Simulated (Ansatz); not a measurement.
`C[S][K]` + `N[Si]Cl` → `[Cl][K]` + `CS[Si]N`  (redistribution)

Computed with Ansatz on PBE0-D4/def2-TZVP structures; ΔE is electronic, products minus reactants. CBS: MP2 limit from def2 TZ/QZ plus the TZ coupled-cluster correction, frozen cores. This one scheme is used for every species. For K outer-core shells are correlated without core-valence functions, which leaves a few kJ/mol of doubt a bond. Scalar relativity is left out up to krypton. Each species was taken in one conformer, which may not be the lowest.

```json
{"species": "`C[S][K]`", "CCSD/CBS(def2) energy (Eh)": "-1037.08097"}
{"species": "`N[Si]Cl`", "CCSD/CBS(def2) energy (Eh)": "-804.79277"}
{"species": "`[Cl][K]`", "CCSD/CBS(def2) energy (Eh)": "-1059.28656"}
{"species": "`CS[Si]N`", "CCSD/CBS(def2) energy (Eh)": "-782.61762"}
```

(1) Work out ΔE.

(2) What do rigid-rotor, harmonic-oscillator terms from PBE0-D4/def2-TZVP frequencies (298.15 K, 1 bar) make of the CCSD(T)/CBS value? (Estimate.)

Largest T1 diagnostic among the species: 0.013.

Answers

(1) ΔE = (-1059.28656) + (-782.61762) − (-1037.08097) − (-804.79277) = -0.03044 Eh = -0.83 eV. CCSD(T)/CBS gives -0.83 eV.

(2) The calculation gave: ΔZPE = +0.03 eV, ΔH = -0.80 eV, ΔS = -40 J/(mol·K), ΔG = -0.68 eV. Modes under 50 cm⁻¹ make the entropy rough.

The D4 term adds −0.03 eV with B3LYP and −0.02 eV with PBE0; it sums over pairs of atoms, weighted by their polarisabilities, and B3LYP, whose exchange is more repulsive, gets the larger term. At CCSD(T), def2-SVP lies +0.05 eV from the extrapolated value and def2-TZVPP +0.03 eV.

B3LYP here is the variant with VWN-RPA as its local correlation; programs differ in this.
